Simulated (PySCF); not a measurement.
Compound: C₂H₇NOSi.
Structure used (PBE0-D3(BJ)/def2-SVP), in Å, numbered top down from 1:
```
atom  x, y, z in Å
C1    -1.6796    0.2168    0.6704
C2    -0.7929   -0.8937    0.1768
O3    -1.1787   -2.0392    0.0783
Si4    1.0616   -0.5718   -0.2782
N5     1.5115    1.0980   -0.2258
H6    -1.2581    0.6374    1.5985
H7    -1.6963    1.0452   -0.0563
H8    -2.6970   -0.1574    0.8522
H9     1.8752   -1.2742    0.7576
H10    1.2607   -1.2253   -1.6093
H11    1.3136    1.7347   -0.9881
H12    2.3173    1.4000    0.3071
```

Computed, not measured: delta-SCF UKS SCAN, pcX-2 on the ionised atom, pcseg-1 elsewhere, spin-free X2C in PySCF. Binding energies are ΔSCF values: E(core-ionised, relaxed orbitals) − E(ground state) at a fixed geometry, referred to the vacuum level.

Some binding energies are withheld.

| atom(s) | bonded to | level | binding energy (eV) |
| --- | --- | --- | --- |
| C1 | C and 3 H | C 1s | ? |
| C2 | O (double bond), C and Si | C 1s | 292.69 |
| N5 | 2 H and Si | N 1s | ? |
| O3 | C (double bond) | O 1s | 537.57 |
| Si4 | N, C and 2 H | Si 1s | 1846.78 |
| Si4 | N, C and 2 H | Si 2p3/2 | ? |

Q: What is the Si 2p3/2 binding energy of Si4?

A: 106.96 eV (SiH2 silicon), with 2p1/2 at 107.59 eV.

Q: What is the C 1s binding energy of C1?

A: 290.87 eV (methyl carbon next to a carbonyl). The other listed C 1s value is that of C2; the shift against it is -1.82 eV.

Q: What is the N 1s binding energy of N5?

A: 404.92 eV (silicon-bound nitrogen).

The listed C 1s values span 1.82 eV, from C1 (bonded to C and 3 H) to C2 (bonded to O (double bond), C and Si). Summing the Pauling electronegativity differences to the bonded atoms, each weighted by its formal bond order, gives -1.05 for the lowest site and +1.13 for the highest.

Q: Which photon wavelength matches the N 1s of N5 threshold?

A: λ = hc/E = 12398.42 eV Å / 404.92 eV = 30.619 Å.

Spin contamination (⟨S²⟩ against 0.75 for a pure doublet) is marked for C 1s of C2 (0.86), which makes this value less certain. Spin–orbit and ligand-field terms were added within each 2p shell after the spin-free SCF. 2p1/2 minus 2p3/2 (ligand field included): Si 0.62 eV. Isolated species at its PBE0-D3(BJ)/def2-SVP geometry (one conformer only).

Time: 37 s of wall time; peak memory 0.53 GiB. Hardware: an Arm Neoverse V1 with one thread, shared host.
